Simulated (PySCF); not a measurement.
A compound of formula C34H24 has these computed shifts in ppm, with the number of atoms in brackets (GIAO KT3/pcSseg-1, gas phase, PySCF SCF with an in-house response code, fitting set def2-universal-JFIT, grid level 2, non-relativistic, on the GFN2-xTB geometry; 13C, 1H against isolated TMS).

1H: 8.32 (1), 7.42 (1), 7.28 (1), 7.13 (1), 7.12 (1), 7.03 (1), 6.52 (1), 6.48 (1), 6.47 (1), 6.41 (1), 6.41 (1), 6.40 (1), 6.36 (1), 6.29 (1), 6.25 (1), 6.22 (1), 6.11 (1), 6.07 (1), 6.07 (1), 6.05 (1), 6.02 (1), 5.95 (1), 5.87 (1), 5.62 (1)
13C: 150.3 (1), 143.6 (1), 139.9 (1), 139.8 (1), 138.6 (1), 136.8 (1), 136.1 (1), 135.3 (1), 135.3 (1), 133.6 (1), 132.6 (1), 132.4 (1), 131.4 (1), 129.7 (1), 129.1 (1), 128.4 (1), 127.5 (1), 127.1 (1), 126.3 (1), 126.1 (1), 125.9 (1), 125.7 (1), 125.6 (1), 125.4 (1), 125.3 (1), 124.5 (1), 123.3 (1), 123.2 (1), 122.0 (1), 121.7 (1), 120.8 (1), 120.2 (1), 119.7 (1), 118.3 (1)

Q: Which structure gave them?

A: c1cccc2cc3cc4ccccc5ccc6ccccc6c5c4cccc3cccc2cc1. Other isomers were not compared.
